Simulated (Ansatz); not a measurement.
Z-matrix (Å, degrees):
```
Si
F 1 1.7499
H 2 0.9785 1 140.65
H 1 1.4683 2 109.20 3 0.00
H 1 1.6026 4 133.19 2 126.80
H 1 1.6027 4 133.18 2 -126.79
```
Charge +2, spin multiplicity 2.

Method: frozen-core CCSD(T)/cc-pVTZ // CAM-B3LYP-D3(BJ)/def2-TZVP (Ansatz, a quantum-chemistry and plane-wave program).

```json
{
  "HF energy": "-389.82130 Ha",
  "MP2 correlation energy": "-0.35480 Ha"
}
```

**Question.** Estimate the CCSD correlation energy, the (T) correction, the total energy and the T1 diagnostic.

**Answer.** 
```json
{
  "CCSD correlation energy": "-0.37735 Ha",
  "(T) correction": "-0.00980 Ha",
  "CCSD(T) total energy": "-390.20845 Ha",
  "T1 diagnostic": "0.014"
}
```
